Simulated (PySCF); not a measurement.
C4H8Si2.
Bonds: C1–C2 (double), C2–Si3, Si3–C4, C4–C5 (double), C5–Si6, C1–Si6. Hydrogens: H7 on C1; H8 on C2; H9, H10 on Si3; H11 on C4; H12 on C5; H13, H14 on Si6.

Method: PySCF, PBE0-D3(BJ)/def2-SVP geometry optimisation, gas phase; density fitting, grid level 1; the optimiser is geomeTRIC in internal coordinates, started from a GFN2-xTB structure.

Step 0: E = -20012.9707 eV
```
atom  x, y, z in Å  |  force x, y, z in eV/Å
C1     -0.0768    1.6543    0.2476   -0.892  -0.181  -0.089
C2      1.1637    1.1725    0.2793    0.543  -0.730  -0.050
Si3     1.6239   -0.6384    0.0700   -0.768   0.302  -0.086
C4      0.0808   -1.6474   -0.3004    0.876   0.182   0.140
C5     -1.1598   -1.1649   -0.3340   -0.541   0.714   0.088
Si6    -1.6303    0.6292   -0.0194    0.787  -0.299  -0.041
H7     -0.2264    2.7223    0.3824   -0.012   0.495   0.066
H8      1.9890    1.8620    0.4369    0.335   0.351   0.082
H9      2.5786   -0.7765   -1.0432    0.361  -0.080  -0.281
H10     2.2518   -1.1370    1.3056    0.281  -0.172   0.338
H11     0.2373   -2.7045   -0.5004    0.010  -0.478  -0.096
H12    -1.9782   -1.8431   -0.5627   -0.328  -0.339  -0.097
H13    -2.3682    1.1540   -1.1818   -0.304   0.175  -0.291
H14    -2.4867    0.7167    1.1756   -0.347   0.060   0.316
```

**Question.** Estimate the geometry and energy of step 1. (The exact step hangs on the optimiser's Hessian estimate; all steps are aligned on step 0, rigid shifts and turns removed.)

**Answer.** E = -20013.0262 eV, largest force 0.160 eV/Å
```
atom  x, y, z in Å  |  force x, y, z in eV/Å
C1     -0.0835    1.6573    0.2483   -0.062  -0.007  -0.008
C2      1.1715    1.1699    0.2809    0.039  -0.046  -0.001
Si3     1.6255   -0.6385    0.0672   -0.146   0.057  -0.018
C4      0.0873   -1.6497   -0.2993    0.062   0.003   0.007
C5     -1.1676   -1.1625   -0.3334   -0.038   0.051   0.003
Si6    -1.6306    0.6296   -0.0220    0.151  -0.054  -0.007
H7     -0.2291    2.7403    0.3860    0.041  -0.022   0.005
H8      2.0036    1.8726    0.4439   -0.046   0.011   0.004
H9      2.6074   -0.7850   -1.0556    0.016  -0.016   0.048
H10     2.2804   -1.1491    1.3153    0.036  -0.003  -0.046
H11     0.2390   -2.7216   -0.5014   -0.041   0.019   0.004
H12    -1.9933   -1.8543   -0.5625    0.044  -0.012   0.010
H13    -2.3943    1.1657   -1.1948   -0.029   0.002   0.048
H14    -2.5175    0.7244    1.1829   -0.029   0.017  -0.048
```

The energy changes by -0.0555 eV. The first-order estimate −F·Δx gives -0.1120 eV and the mean of the old and new forces, exact on a quadratic surface, -0.0564 eV. The step makes an angle of 55° with the force vector and moves no atom by more than 0.033 Å.

The cost below is that of the whole optimisation. The run took 46 s of wall time on one thread of an Arm Neoverse V1, on a shared host.
